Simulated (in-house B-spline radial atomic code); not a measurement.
Configurations of the cerium ion Ce⁺, with energies counted from [Xe] 4f1 5d2. Level of theory: Dirac-Hartree-Fock, average of configuration, Fermi nucleus of rms radius 4.8771 fm; calculated with a B-spline radial code for spherical atoms. Energies include first-order Breit, QED and recoil terms.

Occupations are held fixed; configurations that lie above the ionisation limit could autoionise.

```csv
configuration,E - E(ref) (eV),highest orbital,its <r> (bohr)
[Xe] 4f1 5d1 6s1,-0.32102,6s1/2,4.192
[Xe] 4f2 5d1,2.2061,5d5/2,3.216
[Xe] 4f1 5d1 6p1,2.4113,6p3/2,5.304
[Xe] 5d2 6p1,6.2073,6p3/2,5.126
[Xe] 5d2 7s1,9.0063,7s1/2,8.458
```

(1) Order these further configurations by energy, lowest first.
A. [Xe] 5d2 5g1
B. [Xe] 5d2 9f1
C. [Kr] 4d10 4f1 5s2 5p5 5d2 8g1
D. [Kr] 4d10 4f1 5s2 5p5 5d2 7g1
E. [Kr] 4d10 4f2 5s2 5p5 5d2

(2) How far above the reference does [Xe] 4f1 5d1 9s1 lie?

(3) Is the reference the lowest configuration at this level of theory?

Answers

(1) A (11.747 eV), B (13.073 eV), E (21.551 eV), D (30.738 eV), C (30.999 eV).

(2) 8.0063 eV; its least bound orbital is 9s1/2 with <r> = 21.85 bohr.

(3) No: [Xe] 4f1 5d1 6s1 lies 0.321 eV lower. Averages of configurations without correlation can order differently from the measured ground levels.
